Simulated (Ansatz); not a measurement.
Ansatz (a quantum-chemistry and plane-wave program) input (B3LYP-D3(BJ)/def2-TZVP):

Ansatz 0.2 input:
```yaml
crystal:
  periodic: [false, false, false]
  atoms:
    - {symbol: Au, position_ang: [-0.01284457, 0.03035344, -0.97533556]}
    - {symbol: F, position_ang: [0.00806933, 0.01064753, 0.95908902]}
basis:
  gaussian:
    orbitals: def2-TZVP
hamiltonian:
  xc: b3lyp
  dispersion: d3bj
relax: {f_tol: 0.002, max_steps: 150}
```

End of the output:

```
the calculation of the forces begins
reference -6411.89572432 eV, -235.6328217298 hartree; 14, 14 occupied and 57, 57 virtual orbitals, 546 factors
relax step   2: F+E_penalty+E_count = -6411.92270455 eV  Δ(F+E_penalty+E_count) = -3.876e-3 eV  max|allowed force component| = 1.141e-1 eV/Å  Δτ_max = 0.0076 Å  (32 SCF iters, accepted)
these checks for a lower state are left out or cut short: starts, cluster_reference, orbital_swaps, neighbouring_geometries, increment
integrals: 0.01 GiB planned
546 factors; their error is unknown
mean field: 0.15 GiB planned
mean field evaluation 32: about -6411.8959 eV, gradient 1.1e-5 eV
mean field -6411.89590811 eV, -235.6328284839 hartree, gradient 1.1e-5 eV, S^2 0.000000; 0 other end points of the search recorded, 0 dependent functions left out
the calculation of the forces begins
reference -6411.89609183 eV, -235.6328352356 hartree; 14, 14 occupied and 57, 57 virtual orbitals, 546 factors
relax step   3: F+E_penalty+E_count = -6411.92306747 eV  Δ(F+E_penalty+E_count) = -3.629e-4 eV  max|allowed force component| = 3.039e-3 eV/Å  Δτ_max = 0.0031 Å  (34 SCF iters, accepted)
these checks for a lower state are left out or cut short: starts, cluster_reference, orbital_swaps, neighbouring_geometries, increment
integrals: 0.01 GiB planned
546 factors; their error is unknown
mean field: 0.15 GiB planned
mean field -6411.89590851 eV, -235.6328284986 hartree, gradient 2.8e-5 eV, S^2 0.000000; 0 other end points of the search recorded, 0 dependent functions left out
the calculation of the forces begins
reference -6411.89609224 eV, -235.6328352505 hartree; 14, 14 occupied and 57, 57 virtual orbitals, 546 factors
relax step   4: F+E_penalty+E_count = -6411.92306773 eV  Δ(F+E_penalty+E_count) = -2.553e-7 eV  max|allowed force component| = 5.277e-4 eV/Å  Δτ_max = 0.0001 Å  (21 SCF iters, accepted)
integrals: 0.01 GiB planned
546 factors; their error is unknown
mean field: 0.15 GiB planned
mean field -6411.89590851 eV, -235.6328284986 hartree, gradient 2.8e-5 eV, S^2 0.000000; 1 other end points of the search recorded, 0 dependent functions left out
the calculation of the forces begins
reference -6411.89609224 eV, -235.6328352505 hartree; 14, 14 occupied and 57, 57 virtual orbitals, 546 factors
Total energy: -6411.92325146 eV, -235.6338333333 hartree
Atom 0 at    -0.012961     0.030463    -0.986135 Å, force     0.000006    -0.000005     0.000528 eV/Å
Atom 1 at     0.008186     0.010538     0.969889 Å, force    -0.000006     0.000005    -0.000528 eV/Å
Dipole moment:    -0.009721     0.009159    -0.899102 e Å
```
